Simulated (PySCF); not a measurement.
AgCl3: fields on a plane

Level of theory: PySCF, PBE, basis Ag def2-SVP with ECP28, Cl def2-SVP (scalar-relativistic core potentials, no spin–orbit coupling, density fitting).

The singlet minimum has Ag–Cl 2.289 Å (×2), Ag–Cl 2.296 Å; Cl–Ag–Cl 96.4° (×2), Cl–Ag–Cl 167.1°.

The plane holds Ag1 at (0.00, 0.00), Cl2 at (2.30, 0.00), Cl3 at (-0.26, 2.27), Cl4 at (-0.26, -2.27) Å. Columns run from x = -2.25 to 4.65 Å, rows from y = 4.65 (top) to -4.35 Å, in steps of 0.3 Å. Other isomers or separated fragments may lie lower. Core electrons replaced by a potential are absent, the electrostatic potential uses the reduced nuclear charge, and values within about 0.7 Å of such atoms have no physical meaning.

Question: Give the electron density (e/Å³) (cut at 5 e/Å³). Lower edges of the bins (e/Å³): '0' 0.000, '1' 0.030, '2' 0.076, '3' 0.151, '4' 0.268, '5' 0.455, '6' 0.750, '7' 1.218, '8' 1.960, '9' 3.136; top 5.00.

Answer: 
```
000000000000000000000000
000000000000000000000000
000000000000000000000000
000001111100000000000000
000122333210000000000000
001234555421000000000000
001356777642100000000000
012467998742100000000000
012468999753100000000000
012467997642100000000000
002356777532111110000000
001245665432222222100000
001234555432234443210000
000134688653456765321000
000136999964567887531000
000248999985579997531000
000248999985579997531000
000136999964567887531000
000134688653456765321000
001234555432234443210000
001245665432222222100000
002356777532111110000000
012467997642100000000000
012468999753100000000000
012467998742100000000000
001356777642100000000000
001234555421000000000000
000122333210000000000000
000001111100000000000000
000000000000000000000000
000000000000000000000000
```

Question: Give the electrostatic potential (V) (cut at 20 V). Every second row and column.

Answer: 
```
 0.0  0.0  0.0  0.0 -0.1 -0.2 -0.2 -0.2 -0.1 -0.1 -0.1 -0.1
 0.1  0.1  0.3  0.3  0.0 -0.2 -0.3 -0.2 -0.2 -0.1 -0.1 -0.1
 0.1  0.3  1.7  3.9  2.4  0.1 -0.4 -0.3 -0.2 -0.2 -0.1 -0.1
 0.1  0.8  9.2 20.0 20.0  2.9 -0.3 -0.4 -0.3 -0.2 -0.1 -0.1
 0.1  1.1 19.6 20.0 20.0  7.3  0.1 -0.4 -0.4 -0.2 -0.1 -0.1
 0.2  0.7  7.4 20.0 20.0  4.6  0.5 -0.1 -0.3 -0.2  0.0  0.0
 0.7  1.4  4.1 11.1 13.5  6.0  2.7  4.4  4.5  1.5  0.4  0.2
 1.2  2.9  9.8 20.0 20.0 20.0 10.6 20.0 20.0 10.4  1.5  0.4
 1.4  3.4 12.8 20.0 20.0 20.0 15.0 20.0 20.0 16.4  2.0  0.5
 1.0  2.1  6.3 20.0 20.0 11.5  5.8 17.1 19.1  4.6  0.9  0.3
 0.4  0.9  4.0 13.3 12.0  4.0  1.1  0.8  0.6  0.2  0.1  0.1
 0.1  0.9 14.4 20.0 20.0  6.5  0.3 -0.3 -0.4 -0.3 -0.1  0.0
 0.0  1.1 16.4 20.0 20.0  5.6 -0.1 -0.4 -0.3 -0.2 -0.1 -0.1
 0.1  0.5  4.1 13.5  8.8  0.9 -0.4 -0.3 -0.3 -0.2 -0.1 -0.1
 0.1  0.2  0.7  1.1  0.5 -0.2 -0.3 -0.3 -0.2 -0.2 -0.1 -0.1
 0.0  0.1  0.1  0.1 -0.1 -0.2 -0.2 -0.2 -0.2 -0.1 -0.1 -0.1
```
